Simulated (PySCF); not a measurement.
Excited states of C²⁺ (carbon, charge +2)

Ground state [He] 2s2, ¹S. Computed with PySCF 2.14 in aug-cc-pwCVTZ with one added diffuse shell each of s, p, d, f type (8s7p5d3f, 75 functions), with the non-relativistic Hamiltonian (point nucleus). Vertical excitation energies in eV without spin-orbit coupling; excited terms of each kind are numbered among those the solver found. Frozen: nothing.

```json
{"term": "1 3P°", "leading excitation": "2s → p", "EOM-EE-CCSD": "6.488"}
{"term": "1 1P°", "leading excitation": "2s → p", "EOM-EE-CCSD": "12.752"}
{"term": "1 3S", "leading excitation": "2s → s", "EOM-EE-CCSD": "29.525"}
{"term": "1 1S", "leading excitation": "2s → s", "EOM-EE-CCSD": "30.666"}
{"term": "2 1P°", "leading excitation": "2s → p", "EOM-EE-CCSD": "32.122"}
{"term": "2 3P°", "leading excitation": "2s → p", "EOM-EE-CCSD": "32.206"}
```

Only the lower part of the computed list is shown. Doubly excited terms such as np² are absent. The solver can miss terms. Rydberg members are limited by the diffuse functions of the basis.
